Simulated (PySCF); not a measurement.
C3H9O2Si (SMILES CO[Si](C)(C)[O]), doublet, at a GFN2-xTB geometry, atoms displaced at random by about 0.08 Å a coordinate; PySCF with TPSS/STO-3G, gradient.

Here is a job for PySCF.
```python
from pyscf import gto, scf, dft

mol = gto.Mole()
mol.atom = '''
    C     2.349381   -0.317800   -0.252746
    O     1.046659   -0.238082   -0.600667
    Si   -0.280227    0.156767    0.217628
    C    -1.288438    1.228145   -0.817739
    C    -1.517092   -1.487097   -0.043648
    O    -0.210841    0.491500    1.636161
    H     2.450753    0.139995    0.850833
    H     2.766958   -1.295792   -0.208642
    H     2.741141    0.300379   -0.740161
    H    -2.298421    1.318228   -0.604097
    H    -1.208770    0.722131   -2.013454
    H    -0.720175    2.168879   -0.870299
    H    -0.988901   -2.222999    0.573848
    H    -2.576727   -1.240984    0.145281
    H    -1.328116   -1.826500   -1.001926
'''
mol.basis = 'sto-3g'
mol.charge = 0
mol.spin = 1
mol.verbose = 4
mol.build()

mf = dft.UKS(mol)
mf.xc = 'tpss'
mf.conv_tol = 1e-11
mf.kernel()
g = mf.nuc_grad_method()
grad = g.kernel()
```

What the program printed (banner, timings and long lists left out):

```
PySCF version 2.14.0

[INPUT] verbose = 4
[INPUT] num. atoms = 15
[INPUT] num. electrons = 57
[INPUT] charge = 0
[INPUT] spin (= nelec alpha-beta = 2S) = 1
[INPUT] symmetry False subgroup None
[INPUT] Mole.unit = angstrom
[INPUT] Symbol           X                Y                Z      unit          X                Y                Z       unit  Magmom
[...]
nuclear repulsion = 329.290788320657
number of shells = 29
number of NR pGTOs = 129
number of NR cGTOs = 43
basis = sto-3g
ecp = {}

******** <class 'pyscf.dft.uks.UKS'> ********
method = UKS
initial guess = minao
damping factor = 0
level_shift factor = 0
DIIS = <class 'pyscf.scf.diis.CDIIS'>
diis_start_cycle = 1
diis_space = 8
diis_damp = 0
SCF conv_tol = 1e-11
SCF conv_tol_grad = None
SCF max_cycles = 50
direct_scf = True
direct_scf_tol = 1e-13
number electrons alpha = 29  beta = 28
XC library pyscf.dft.libxc version 7.1.2
    S. Lehtola, C. Steigemann, M. J. T. Oliveira, and M. A. L. Marques,  SoftwareX 7, 1–5 (2018)
XC functionals = tpss
    J. Tao, J. P. Perdew, V. N. Staroverov, and G. E. Scuseria,  Phys. Rev. Lett. 91, 146401 (2003)
    J. P. Perdew, J. Tao, V. N. Staroverov, and G. E. Scuseria,  J. Chem. Phys. 120, 6898 (2004)
    J. Tao, J. P. Perdew, V. N. Staroverov, and G. E. Scuseria,  Phys. Rev. Lett. 91, 146401 (2003)
    J. P. Perdew, J. Tao, V. N. Staroverov, and G. E. Scuseria,  J. Chem. Phys. 120, 6898 (2004)
radial grids:
    Treutler-Ahlrichs [JCP 102, 346 (1995); DOI:10.1063/1.469408] (M4) radial grids

becke partition: Becke, JCP 88, 2547 (1988); DOI:10.1063/1.454033
pruning grids: <function nwchem_prune>
grids dens level: 3
symmetrized grids: False
atomic radii adjust function: <function treutler_atomic_radii_adjust>
small_rho_cutoff = 0
Set gradient conv threshold to 3.16228e-06
tot grids = 177976
init E= -553.368081070779

cycle= 1 E= -552.300551809579  delta_E= 1.07  |g|= 0.628  |ddm|= 3.33
cycle= 2 E= -547.826161859397  delta_E= 4.47  |g|= 2.52  |ddm|= 4.59
cycle= 3 E= -552.396068937033  delta_E= -4.57  |g|= 0.642  |ddm|= 3.88
cycle= 4 E= -552.481453305437  delta_E= -0.0854  |g|= 0.584  |ddm|= 1.59
cycle= 5 E= -552.65629119893  delta_E= -0.175  |g|= 0.25  |ddm|= 0.552
cycle= 6 E= -552.696103760326  delta_E= -0.0398  |g|= 0.089  |ddm|= 0.404
cycle= 7 E= -552.700379926613  delta_E= -0.00428  |g|= 0.0422  |ddm|= 0.173
cycle= 8 E= -552.701667635217  delta_E= -0.00129  |g|= 0.0141  |ddm|= 0.145
cycle= 9 E= -552.701822965107  delta_E= -0.000155  |g|= 0.00627  |ddm|= 0.0311
cycle= 10 E= -552.701864970582  delta_E= -4.2e-05  |g|= 0.00232  |ddm|= 0.0237
cycle= 11 E= -552.701884881428  delta_E= -1.99e-05  |g|= 0.000897  |ddm|= 0.0268
cycle= 12 E= -552.701890772002  delta_E= -5.89e-06  |g|= 0.001  |ddm|= 0.0152
cycle= 13 E= -552.701896585809  delta_E= -5.81e-06  |g|= 0.000254  |ddm|= 0.0253
cycle= 14 E= -552.701896849429  delta_E= -2.64e-07  |g|= 8.35e-05  |ddm|= 0.00529
cycle= 15 E= -552.701896863043  delta_E= -1.36e-08  |g|= 3.61e-05  |ddm|= 0.000899
cycle= 16 E= -552.701896865539  delta_E= -2.5e-09  |g|= 1.11e-05  |ddm|= 0.00033
cycle= 17 E= -552.701896865803  delta_E= -2.64e-10  |g|= 8.11e-06  |ddm|= 0.00025
cycle= 18 E= -552.701896865872  delta_E= -6.82e-11  |g|= 1.1e-06  |ddm|= 7.71e-05
cycle= 19 E= -552.701896865875  delta_E= -3.64e-12  |g|= 6.06e-07  |ddm|= 2.32e-05
Extra cycle  E= -552.701896865873  delta_E= 2.5e-12  |g|= 1.95e-06  |ddm|= 6.79e-06
converged SCF energy = -552.701896865873  <S^2> = 0.75637158  2S+1 = 2.0063615

******** <class 'pyscf.grad.uks.Gradients'> for <class 'pyscf.dft.uks.UKS'> ********
unit = Eh/Bohr
grid_response = False
--------------- UKS gradients ---------------
         x                y                z
0 C     0.1181739565     0.1372454119    -0.2723658953
1 O     0.0599825660     0.0227802845     0.0705503680
2 Si     0.0648483907     0.1077275834     0.1869230921
3 C    -0.0661262150     0.0113238890     0.1309483768
4 C    -0.0375616267    -0.0363701702    -0.0585558629
5 O    -0.0144161395    -0.0540794488    -0.2374572474
6 H    -0.0113991415     0.0236526208     0.0296631230
7 H    -0.0210456203     0.0376128028     0.0076651423
8 H    -0.1815789288    -0.2156640927     0.1945357749
9 H     0.0534460105    -0.0106392993    -0.0171280204
10 H     0.0073103457    -0.0382070144    -0.0830745974
11 H     0.0163624016    -0.0131510496     0.0065799925
12 H     0.0203488066     0.0088866020    -0.0169007077
13 H    -0.0065515423     0.0086498967    -0.0061257330
14 H    -0.0017420342     0.0103122025     0.0646877382
----------------------------------------------
```
